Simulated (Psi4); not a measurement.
H8Ge3, triplet, at the geometry of the source list (a higher spin typed on purpose: for a closed-shell molecule this is an excited state). Base run: HF/STO-3G in Psi4.

Geometry (Å):
```xyz
11

Ge     1.9182     0.7076     0.0116
Ge     0.1742    -0.9089    -0.1166
Ge    -2.0404    -0.0492     0.0977
H      3.2961     0.1313    -0.1425
H      1.8028     1.7509    -1.0618
H      1.9501     1.4770     1.2981
H      0.3991    -1.9887     0.9074
H      0.2808    -1.6597    -1.4258
H     -2.4072     0.8623    -1.0363
H     -2.2594     0.7750     1.3326
H     -3.1143    -1.0977     0.1356
```
Charge 0, spin multiplicity 3.
Orbitals are unrestricted.
All else is at Psi4's defaults (density fitting).
Base energy -6159.64268 Eh.

Each row names what was changed in the base input (with any setting that the change needs).

```tsv
change	ΔE vs base (mEh)	SCF cycles	basis functions	outcome
base	0.000	12	62	converged
guess = core	-7.544	15	62	another SCF solution
guess = modhuckel	-9.489	11	62	another SCF solution
scf_type = direct	1.585	14	62	converged
df_basis_scf = def2-universal-jkfit	0.000	12	62	converged
d_convergence = 1e-4	0.000	11	62	converged
guess = huckel	-9.490	13	62	another SCF solution
scf_type = dfdirj+link	-4.359	12	62	converged
ints_tolerance = 1e-8	0.000	12	62	converged
scf_type = dfdirj+cosx	-47.282	13	62	another SCF solution
basis_guess = true	0.000	13	62	converged
scf_type = out_of_core	1.585	12	62	converged
diis_max_vecs = 3	0.000	19	62	converged
```

A guess, shift, damping, solver or small numerical setting can't move a converged solution much, so rows marked as another SCF solution ended in a different state.

Open shells are given as the SCF converged; they aren't shown to be the lowest states, and a large step between rows can be another state.
